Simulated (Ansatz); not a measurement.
Si₁₈H₂₈⁻. The state is a doublet with charge -1. Geometry PBE-D4/def2-SVP, that of the neutral singlet; atoms count from 1.

```tsv
atom	x (Å)	y (Å)	z (Å)
Si1	2.126	2.012	-2.585
Si2	-2.801	2.443	-1.200
Si3	1.420	-1.747	-1.987
Si4	-2.426	-1.196	-1.300
Si5	4.849	-0.298	-1.214
Si6	2.378	1.513	1.035
Si7	2.843	-2.318	1.340
Si8	-1.373	1.430	2.252
Si9	-2.168	-2.137	2.446
Si10	-4.847	0.299	1.212
Si11	3.019	-0.162	-2.685
Si12	-1.164	0.796	-1.592
Si13	0.763	1.868	-0.670
Si14	-3.308	2.071	1.067
Si15	0.766	-1.963	0.287
Si16	-3.634	-1.643	0.674
Si17	3.923	-0.265	0.947
Si18	-0.362	-0.702	1.975
H19	1.332	2.342	-3.823
H20	3.229	3.028	-2.421
H21	-4.027	2.238	-2.056
H22	-2.269	3.834	-1.430
H23	0.245	-1.740	-2.928
H24	2.089	-3.097	-2.141
H25	-3.469	-0.942	-2.369
H26	-1.665	-2.423	-1.726
H27	5.779	0.874	-1.406
H28	5.620	-1.573	-1.448
H29	3.192	2.771	0.818
H30	1.791	1.614	2.418
H31	3.613	-3.450	0.705
H32	2.692	-2.591	2.814
H33	-0.368	2.550	2.239
H34	-1.814	1.263	3.693
H35	-1.756	-3.587	2.437
H36	-2.814	-1.818	3.772
H37	-5.983	0.495	0.240
H38	-5.413	0.207	2.607
H39	3.415	-0.559	-4.088
H40	-0.856	0.754	-3.075
H41	0.248	3.251	-0.328
H42	-3.831	3.309	1.759
H43	-0.004	-3.267	0.267
H44	-4.560	-2.791	0.347
H45	4.973	0.044	1.988
H46	0.611	-0.736	3.135
```

Single mean-field runs in def2-TZVP are fitted with def2-universal-jkfit. The highest occupied level of the charge -1 doublet lies above zero (up to 0.42 eV). By energy differences its removal costs 0.63 eV (vertical, to the charge 0 singlet, at PBE0-D4/def2-TZVP); self-interaction error and the lack of diffuse functions both raise the level.

Question: Estimate the Mulliken populations of the heavy atoms from the PBE0/def2-TZVP orbitals of Ansatz.

Answer: 
```tsv
atom	charge (e)	spin (α − β)
Si1	-0.03	0.00
Si2	-0.03	0.00
Si3	-0.05	0.08
Si4	-0.05	0.08
Si5	-0.02	0.02
Si6	-0.05	0.08
Si7	-0.03	0.00
Si8	-0.05	0.08
Si9	-0.03	0.00
Si10	-0.02	0.02
Si11	0.02	0.00
Si12	-0.02	0.10
Si13	-0.02	0.11
Si14	0.02	0.00
Si15	-0.02	0.11
Si16	0.02	0.00
Si17	0.02	0.00
Si18	-0.02	0.11
```
Mulliken values and Mayer orders depend strongly on the basis.

Question: Where does the spin sit?

Answer: Summed by element: Si 0.78, H 0.22, of 1 unpaired in all. Largest on single atoms: Si15 0.11, Si18 0.11, Si13 0.11.

Question: And the Mayer bond orders between bonded heavy atoms (over 0.3)?

Answer: Si1–Si11 0.95 (2.35 Å); Si1–Si13 0.94 (2.36 Å); Si2–Si12 0.94 (2.36 Å); Si2–Si14 0.95 (2.35 Å); Si3–Si11 0.94 (2.36 Å); Si3–Si15 0.95 (2.38 Å); Si4–Si12 0.95 (2.38 Å); Si4–Si16 0.94 (2.36 Å); Si5–Si11 0.95 (2.35 Å); Si5–Si17 0.95 (2.35 Å); Si6–Si13 0.95 (2.38 Å); Si6–Si17 0.94 (2.36 Å); Si7–Si15 0.94 (2.36 Å); Si7–Si17 0.95 (2.35 Å); Si8–Si14 0.94 (2.36 Å); Si8–Si18 0.95 (2.38 Å); Si9–Si16 0.95 (2.35 Å); Si9–Si18 0.94 (2.35 Å); Si10–Si14 0.95 (2.35 Å); Si10–Si16 0.95 (2.35 Å); Si12–Si13 0.79 (2.39 Å); Si15–Si18 0.79 (2.39 Å).
